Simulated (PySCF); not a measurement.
In(Me)2(OH)(HOMe), C3H11InO2, singlet at its GFN2-xTB optimised geometry (Å):

```
17

In    -1.2553    -1.5572     0.0000
C     -2.0437    -1.6090    -2.0809
H     -2.9191    -0.9717    -2.1506
H     -2.3081    -2.6216    -2.3735
H     -1.2613    -1.2310    -2.7334
C     -2.0434    -1.7836     2.0784
H     -2.5391    -2.7429     2.1974
H     -2.7539    -0.9875     2.2818
H     -1.2089    -1.7191     2.7719
O      0.7710    -1.5572     0.0000
H      1.2553    -2.3776    -0.0242
C     -0.5191     1.5639     1.1901
O     -0.6408     0.8074     0.0000
H     -0.2025     0.9425     2.0323
H     -1.5001     1.9863     1.4065
H      0.1987     2.3776     1.0489
H      0.2096     0.3684    -0.1581
```

Computed with PySCF 2.14.0 with CAM-B3LYP/def2-SVP, def2 effective core potentials past Kr. The core electrons that the potentials of In replace are not part of the density. Cells within 0.4 Å of a nucleus heavier than hydrogen are left out (blank, or x).

Map of the electrostatic potential (hartree/e), clipped to [-0.08, 0.12] on the plane z = 1.0 Å:

```
|444444444444444444444444444|
|444444444444444444444444444|
|444444444444445544444444444|
|444444444444555554444444444|
|444444455555689755444444444|
|444444566667999975444444444|
|444445579999999975444444444|
|444445699999999975444444444|
|44444568999xx99865444444433|
|44444456999xx99865444443333|
|444444457999999755444333333|
|444444445899999654433333333|
|444444445679987644333333333|
|444444455667765433223333333|
|444444567888654211122333333|
|444444689999852000012233333|
|444445699999941000012233333|
|333445899999941000012233333|
|333345899999941111122333333|
|333345799999942122233333333|
|333344579999743234443333333|
|333444457887643344444443333|
|344444455666544445444444333|
|444444445555544444444444443|
|444444444454444444444444444|
|444444444444444444444444444|
|444444444444444444444444444|
```
Scale: ten equal steps from -0.080 (start of '0') to 0.120 (end of '9'), in the order '0123456789'; x runs from -4.50 to 4.50, y from -4.50 (bottom) to 4.50 (top).
